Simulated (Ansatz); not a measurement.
Born–Oppenheimer molecular dynamics of C2H3FHfO2 (9 atoms, charge 0, multiplicity 1). It starts from a relaxed structure.

The calculation used Ansatz 0.2.0, RKS LDA/def2-SVP.

| Property | Result |
| --- | --- |
| ensemble | NVE (velocity Verlet) |
| time step | 0.5 fs |
| steps asked | 300 |
| starting velocities drawn for | 700 K |
| masses | H 2.014 u |
| seed | 484569 |

First frame:

```xyz
9
Properties=species:S:1:pos:R:3
C 2.027 1.599 0.837
C 1.159 0.868 0.355
Hf -0.343 -0.423 -0.554
O -0.373 -2.042 0.451
O -2.001 0.516 -0.495
F 0.167 -0.766 -2.360
H 2.792 2.244 1.262
H -0.528 -2.862 0.940
H -2.900 0.866 -0.438
```

Question: How far do the bonds stretch over the last three quarters of this one trajectory? (Pairs bonded in most of those frames.)

Answer: 
```csv
bond,mean (Å),spread (Å),shortest,longest
C1–C2,1.238,0.009,1.22,1.25
C1–H7,1.095,0.016,1.06,1.13
C2–Hf3,2.174,0.033,2.09,2.21
Hf3–O4,1.910,0.030,1.86,1.96
Hf3–O5,1.920,0.061,1.83,2.01
Hf3–F6,1.909,0.004,1.90,1.92
O4–H8,0.969,0.002,0.97,0.97
O5–H9,0.973,0.024,0.93,1.01
```

Mean temperature of the second half: 302 K. The conserved energy stayed within 0.11 meV per atom of its start (net change 0.048 meV per atom), so the integration is sound. Over the second half the temperature averaged 0.43 of the 700 K drawn at the start: a run that starts near a minimum puts about half its kinetic energy into the potential. A run of 0.15 ps of so small a system gives no equilibrium averages.

Run time: 9.5 min on 2 threads of Arm Neoverse N1, with other jobs on the host, peak memory 0.15 GiB.
